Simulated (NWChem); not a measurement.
The numbers come from NWChem runs, not from measurements. System: HF3Si, charge 0, spin multiplicity 1, at a geometry optimised with PBE/def2-SVP. The structure started from a generated list of species. Level: G0W0@PBE/def2-SVP, RI basis def2-svp-rifit.

The NWChem input:

```
start mol
memory heap 200 mb stack 700 mb global 1700 mb
geometry units angstroms nocenter noautoz
  Si     0.025923     0.332802     0.000000
  F     -0.771009    -0.180899     1.307052
  F     -0.771009    -0.180899    -1.307052
  F      1.486045    -0.356727     0.000000
  H      0.140828     1.807506     0.000000
  symmetry group Cs
end
basis spherical
  * library def2-svp
end
basis "ri basis" bse spherical
  * library def2-svp-rifit
end
dft
  xc xpbe96 cpbe96
  iterations 100
  direct
  tolerances tight
end
task dft energy
gw
  states alpha occ 4 vir 2
end
task dft gw
```

NWChem printed:

```
             Northwest Computational Chemistry Package (NWChem) 7.3.0
             --------------------------------------------------------

                                NWChem Input Module
                                -------------------

 Scaling coordinates for geometry "geometry" by  1.889725989
 (inverse scale =  0.529177249)

 Turning off AUTOSYM since
 SYMMETRY directive was detected!

                             Geometry "geometry" -> ""
                             -------------------------

 Output coordinates in angstroms (scale by  1.889725989 to convert to a.u.)

  No.       Tag          Charge          X              Y              Z
 ---- ---------------- ---------- -------------- -------------- --------------
    1 Si                  14.0000     0.02592300     0.33280200     0.00000000
    2 F                    9.0000    -0.77100900    -0.18089900     1.30705200
    3 F                    9.0000    -0.77100900    -0.18089900    -1.30705200
    4 F                    9.0000     1.48604500    -0.35672700     0.00000000
    5 H                    1.0000     0.14082800     1.80750600     0.00000000

 Effective nuclear repulsion energy (a.u.)     183.6831001445

            Nuclear Dipole moment (a.u.)
            ----------------------------
        X                 Y               Z
 ---------------- ---------------- ----------------
    -0.0000132281     0.0000170075     0.0000000000

      Symmetry information
      --------------------

 Group name             Cs
 Group number              2
 Group order               2
 No. of unique centers     4

      Symmetry unique atoms

     1    2    4    5


 Summary of "ao basis" -> "" (spherical)
 ------------------------------------------------------------------------------
       Tag                 Description            Shells   Functions and Types
 ---------------- ------------------------------  ------  ---------------------
 *                          def2-svp                  on all atoms

 new library libraries.bse/

 Summary of "ri basis" -> "" (spherical)
 ------------------------------------------------------------------------------
       Tag                 Description            Shells   Functions and Types
 ---------------- ------------------------------  ------  ---------------------
 *                       def2-svp-rifit               on all atoms

  pbe96 is a nonlocal functional; adding pw91lda local functional.

                                 NWChem DFT Module
                                 -----------------

 Summary of "ao basis" -> "ao basis" (spherical)
 ------------------------------------------------------------------------------
       Tag                 Description            Shells   Functions and Types
 ---------------- ------------------------------  ------  ---------------------
 Si                         def2-svp                 8       18   4s3p1d
 F                          def2-svp                 6       14   3s2p1d
 H                          def2-svp                 3        5   2s1p

 Summary of "ao basis" -> "ao basis" (spherical)
 ------------------------------------------------------------------------------
       Tag                 Description            Shells   Functions and Types
 ---------------- ------------------------------  ------  ---------------------
 Si                         def2-svp                 8       18   4s3p1d
 F                          def2-svp                 6       14   3s2p1d
 H                          def2-svp                 3        5   2s1p
[...]
    61      0.353796  5 H  s                 51      0.279179  4 F  py
    23      0.272089  2 F  py                37      0.272089  3 F  py
    62      0.271289  5 H  s                 54     -0.183292  4 F  py
    26     -0.178432  2 F  py                40     -0.178432  3 F  py
     9      0.175879  1 Si py                 3      0.134316  1 Si s

 Vector   22  Occ=0.000000D+00  E= 8.245998D-03  Symmetry=a'
              MO Center=  2.7D-02,  3.5D-01,  5.3D-16, r^2= 3.4D+00
   Bfn.  Coefficient  Atom+Function         Bfn.  Coefficient  Atom+Function
  ----- ------------  ---------------      ----- ------------  ---------------
     4      1.407657  1 Si s                 62     -0.892752  5 H  s
     3      0.478620  1 Si s                 21     -0.337484  2 F  s
    35     -0.337484  3 F  s                 49     -0.337435  4 F  s
     2      0.331529  1 Si s                 61     -0.242164  5 H  s
    50     -0.197832  4 F  px                53      0.187534  4 F  px

 Vector   23  Occ=0.000000D+00  E= 2.247035D-02  Symmetry=a"
              MO Center=  2.3D-01,  5.7D-01,  2.2D-15, r^2= 2.9D+00
   Bfn.  Coefficient  Atom+Function         Bfn.  Coefficient  Atom+Function
  ----- ------------  ---------------      ----- ------------  ---------------
    13      0.996607  1 Si pz                21     -0.340325  2 F  s
    35      0.340325  3 F  s                 10      0.327209  1 Si pz
    52      0.206482  4 F  pz                55     -0.194225  4 F  pz
     7     -0.165789  1 Si pz                15      0.164354  1 Si d -1
    22      0.135711  2 F  px                36     -0.135711  3 F  px

 Vector   24  Occ=0.000000D+00  E= 2.247174D-02  Symmetry=a'
              MO Center= -1.4D-01,  6.0D-01,  6.8D-16, r^2= 2.9D+00
   Bfn.  Coefficient  Atom+Function         Bfn.  Coefficient  Atom+Function
  ----- ------------  ---------------      ----- ------------  ---------------
    11      0.993585  1 Si px                49     -0.393007  4 F  s
     8      0.326227  1 Si px                21      0.196448  2 F  s
    35      0.196448  3 F  s                 14      0.178490  1 Si d -2
     5     -0.165289  1 Si px                51      0.152133  4 F  py
    54     -0.134319  4 F  py                22      0.127517  2 F  px

 center of mass
 --------------
 x =  -0.00431269 y =  -0.05535105 z =   0.00000000

 moments of inertia (a.u.)
 ------------------
         267.443196504170          15.282503014434           0.000000000000
          15.282503014434         462.430030257961           0.000000000000
           0.000000000000           0.000000000000         266.255084842067

     Multipole analysis of the density
     ---------------------------------

     L   x y z        total         alpha         beta         nuclear
     -   - - -        -----         -----         ----         -------
     0   0 0 0     -0.000000    -21.000000    -21.000000     42.000000

     1   1 0 0      0.041442      0.020728      0.020728     -0.000013
     1   0 1 0      0.532026      0.266004      0.266004      0.000017
     1   0 0 1     -0.000000     -0.000000     -0.000000      0.000000

     2   2 0 0    -21.602548    -65.446407    -65.446407    109.290266
     2   1 1 0      0.191505      3.461725      3.461725     -6.731946
     2   1 0 1      0.000000      0.000000      0.000000      0.000000
     2   0 2 0    -19.158884    -21.278259    -21.278259     23.397634
     2   0 1 1      0.000000      0.000000      0.000000      0.000000
     2   0 0 2    -21.617473    -65.715509    -65.715509    109.813544

 Task  times  cpu:        1.3s     wall:        1.3s

                                NWChem Input Module
                                -------------------

                                 NWChem GW Module
                                 ----------------

                             ***********************
                             ***        GW       ***
                             ***********************

 Summary of "ri basis" -> "ri basis" (spherical)
 ------------------------------------------------------------------------------
       Tag                 Description            Shells   Functions and Types
 ---------------- ------------------------------  ------  ---------------------
 Si                      def2-svp-rifit             20       62   8s5p5d2f
 F                       def2-svp-rifit             16       48   6s5p4d1f
 H                       def2-svp-rifit              6       14   3s2p1d

                 Memory Information
                 ------------------
          Available GA per process is          1700.0 MBs
          Available stack per process is        700.0 MBs
          Available heap per process is           0.0 MBs

          Peak memory in Initialization
              Peak GA per process is                  2.9 MBs
              Peak stack per process is               0.0 MBs
              Peak heap per process is                3.1 MBs
              Memory not in MA per process            0.0 MBs

          Peak memory in AFF Calculation
              Peak GA per process is                 10.5 MBs
              Peak stack per process is               6.5 MBs
              Peak heap per process is                0.0 MBs
              Memory not in MA per process            6.5 MBs

          Computing 2-center integrals
          Computing Inverse Cholesky factor
          Computing 3-center integrals
          Computing V_xc ...

          Computing Sigma_x
          Computing RPA polarizability
          Solving quasiparticle equations

                  Alpha Orbitals
          State     Energy (eV)     Error (eV)
          -----------------------------------
@GW        18        -14.308           0.003
@GW        19        -14.308           0.003
@GW        20        -13.873           0.003
@GW        21        -13.375           0.003
@GW        22          4.300           0.003
@GW        23          4.644           0.002

   Applying  -3.9946 eV scissor-shift to rest of particle states

   Applying   4.0759 eV scissor-shift to rest of hole states

     GW Timing Statistics
   ------------------------
   Init.   :          0.0s
     ERIs  :          0.1s
     Distr.:          0.0s
     Vxc   :          0.1s
   Sigma_x :          0.0s
   RPA     :          0.2s
   Wmn     :          0.0s
   Sigma_c :          0.0s
   GW total:          0.4s

 Task  times  cpu:        0.4s     wall:        0.4s

 Total times  cpu:        1.7s     wall:        1.7s
```
